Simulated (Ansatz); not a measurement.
Reaction (redistribution): `[F][Ga]([Br])[Br]` + `C[N](C)[AlH2]` → `C[N](C)[Ga]([F])[Br]` + `[AlH2][Br]`

Program: Ansatz. Geometries: PBE0-D4/def2-TZVP. ΔE: electronic, gas phase. CCSD(T)/CBS is the MP2 limit (def2-TZVPP, def2-QZVPP) plus CCSD(T) − MP2 in def2-TZVPP, frozen cores. This one scheme is used for every species. For Br, Ga outer-core shells are correlated without core-valence functions, which leaves a few kJ/mol of doubt a bond. Scalar relativity is left out up to krypton. One conformer a species, not always the lowest.

```
               species  CCSD(T)/CBS(def2) energy (Eh)
   `[F][Ga]([Br])[Br]`                    -7170.52286
       `C[N](C)[AlH2]`                     -377.63984
`C[N](C)[Ga]([F])[Br]`                    -4731.58119
          `[AlH2][Br]`                    -2816.58301
```

Task: Work out ΔE.

Result: ΔE = (-4731.58119) + (-2816.58301) − (-7170.52286) − (-377.63984) = -0.00150 Eh = -0.9 kcal/mol.

Largest T1 diagnostic among the species: 0.012.

Leaving LDA and LC-ωPBE aside and taking each functional with its dispersion term where it has one, the values, not all of them listed here, spread over 2.7 kcal/mol, from PBE-QIDH to B97M-V. LDA lies −0.9 kcal/mol from PBE without D4. In def2-TZVPP, CCSD(T) changes the Hartree–Fock value by −1.0 kcal/mol (the triples alone add +0.1 kcal/mol) and MP2 by −1.6 kcal/mol. From BLYP to BHLYP (50 % exact exchange), in def2-TZVPP and without D4, ΔE moves by −1.2 kcal/mol.
